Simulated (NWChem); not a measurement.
# C3HF4, doublet; SMILES FC(/[C]=C/F)(F)F

```xyz
8

F     -0.2279    -2.9222    -0.0010
C      0.3189    -1.7051     0.0012
C     -0.3760    -0.5777    -0.0021
C     -0.0683     0.8647    -0.0004
F     -0.5668     1.4868    -1.0907
F     -0.5733     1.4855     1.0878
F      1.2816     1.0594     0.0038
H      1.4279    -1.7244     0.0059
```
Atoms are numbered in this order, from 1.

Program: NWChem. Spin-unrestricted. Structure relaxed at the PBE-D3(BJ)/def2-SVP, spin-unrestricted level. No frequency run checked for a minimum. No stability test was run on the SCF state. Fermi-contact couplings, non-relativistic, static geometry.

For level B3LYP/pcJ-1:

| Quantity | Result |
|---|---|
| A(iso) 19F atom 1 (MHz) | 113 |
| A(iso) 13C atom 2 (MHz) | -41.7 |
| A(iso) 13C atom 3 (MHz) | 331 |
| A(iso) 13C atom 4 (MHz) | 9.5 |
| A(iso) 19F atom 7 (MHz) | 121 |

Task: Estimate the same quantities for level PBE/pcJ-1.

Result: 
* **A(iso) 19F atom 1 (MHz)**: 128
* **A(iso) 13C atom 2 (MHz)**: -38.4
* **A(iso) 13C atom 3 (MHz)**: 299
* **A(iso) 13C atom 4 (MHz)**: 7.5
* **A(iso) 19F atom 7 (MHz)**: 104
